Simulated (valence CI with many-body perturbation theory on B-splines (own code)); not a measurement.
The numbers below are computed, except where a source is named.
# Pd15+: magnetic and hyperfine properties of the levels

Level of theory: valence CI with perturbative core correlation (CI+MBPT): three valence electrons over a frozen Dirac-Fock core [Ar] 3d10, a basis of 11 s, 11 p, 9 d, 7 f, 5 g, 2 h, 1 i functions for each j, with the one-electron correlation potential Σ1 (screened to all orders), the two-electron term Σ2, the three-electron term Σ3, Breit, model QED; selected single and double excitations, second order for the rest (own B-spline code, finite nucleus).

No measured levels were compared; by estimate levels hold to about 250 cm⁻¹ or 0.2 % of their energy and the worst to 1 %, as in measured heavy ions of charge 2 to 7; those with d or f electrons hold less well.

A/g_I is the dipole constant over the nuclear g factor μ/I (μ in nuclear magnetons, uniformly magnetised nucleus), B/Q the quadrupole constant per barn. Both hold the static response of the core; the bare values leave it out. Large factors of s and p1/2 electrons are usually good to 5 to 10 %; those of open d and f shells near neutrality can be off by tens of per cent, and small factors of p3/2, d and f electrons come from cancelling terms and can be off by a factor of two or in sign, in half-filled shells by more. B is blank for J = 1/2, where it vanishes, and for nearly pure S terms. Energies count from the lowest level.

Names give the largest LS component (configuration and term), which can be under half, so a name can repeat, a term be missing and a line seem to break the LS rules; names also repeat where a configuration has a term twice. Letters in brackets count levels of one name in rising energy.

```tsv
Level	E (eV)	g	A/g_I (MHz)	A/g_I bare	B/Q (MHz/b)	B/Q bare
4s²4p ²P°_1/2	0.00	0.665	40700	38500		
4s²4p ²P°_3/2	6.52	1.333	7060	6560	13000	12100
4s4p² ⁴P_1/2	32.46	2.592	97900	92200		
4s4p² ⁴P_3/2	36.00	1.719	35800	33800	10700	9930
4s4p² ⁴P_5/2	38.47	1.524	38300	36100	-7070	-6590
4s4p² ²D_3/2	44.01	0.843	-6330	-5970	16000	15000
4s4p² ²D_5/2	46.21	1.275	35100	33200	18800	17600
4s4p² ²P_1/2	48.39	1.220	25400	24000		
4s4p² ²S_1/2	54.85	1.523	115000	108000		
4s4p² ²P_3/2	55.81	1.303	-12500	-11800	-11700	-10900
4s²4d ²D_3/2	69.94	0.800	1730	1720	2810	2590
4s²4d ²D_5/2	71.01	1.200	3040	2930	3780	3480
4p³ ⁴S°_3/2 [a]	80.59	1.397	5010	4810	9830	9180
4p³ ⁴S°_3/2 [b]	84.59	1.413	-884	-730	393	365
4p³ ²D°_5/2	85.08	1.199	13900	13200	-2070	-1940
4p³ ²P°_1/2	90.47	0.665	38500	36200		
4p³ ²P°_3/2	94.25	1.295	5300	5060	-10000	-9360
4s4p4d ⁴F°_3/2	95.63	0.453	-13900	-13100	4700	4340
4s4p4d ⁴F°_5/2	96.89	1.042	16000	15100	3140	2880
4s4p4d ⁴F°_7/2	99.01	1.248	20900	19700	4210	3850
4s4p4d ⁴P°_5/2	101.18	1.469	23100	21900	3440	3150
4s4p4d ⁴D°_3/2	101.90	1.376	13800	13100	2620	2440
4s4p4d ⁴D°_1/2	102.28	0.344	-44600	-42000		
4s4p4d ⁴F°_9/2	102.56	1.333	18900	17900	15900	14800
4s4p4d ²D°_5/2 [a]	105.53	1.115	16300	15400	748	679
4s4p4d ²D°_3/2 [a]	105.75	0.902	-12200	-11500	-2230	-2100
4s4p4d ⁴P°_1/2	106.13	2.341	73500	69300		
4s4p4d ⁴D°_7/2	106.40	1.405	22500	21300	-4670	-4370
4s4p4d ⁴P°_3/2	106.52	1.453	24800	23500	-5410	-5020
4s4p4d ⁴D°_5/2	106.65	1.319	21100	20000	-2640	-2440
4s4p4d ²D°_5/2 [b]	108.60	1.112	22600	21400	2340	2130
4s4p4d ²F°_7/2 [a]	112.51	1.143	-1160	-1050	15600	14600
4s4p4d ²P°_3/2 [a]	113.48	1.182	3520	3350	514	459
4s4p4d ²F°_7/2 [b]	115.27	1.155	18300	17400	13100	12200
4s4p4d ²F°_5/2	115.60	0.873	-8960	-8410	11500	10700
4s4p4d ²P°_1/2 [a]	117.04	0.656	-48800	-45900		
4s4p4d ²P°_1/2 [b]	118.37	0.657	16600	15700		
4s4p4d ²D°_3/2 [b]	119.55	1.049	29000	27400	-2250	-2130
4s4p4d ²P°_3/2 [b]	119.65	1.208	156	296	-4110	-3850
4s4p4d ²D°_5/2 [c]	120.19	1.180	-7540	-7030	-9160	-8590
```

Problem. Take the isotope of mass number 105, with I = 5/2, μ = -0.642 μN and Q = 0.66 b. What is the hyperfine structure of 4s²4p ²P°_1/2?

Solution. From the table A = -10500 MHz. Shifts from the centre of gravity in MHz: F = 2: 18400, F = 3: -13100.
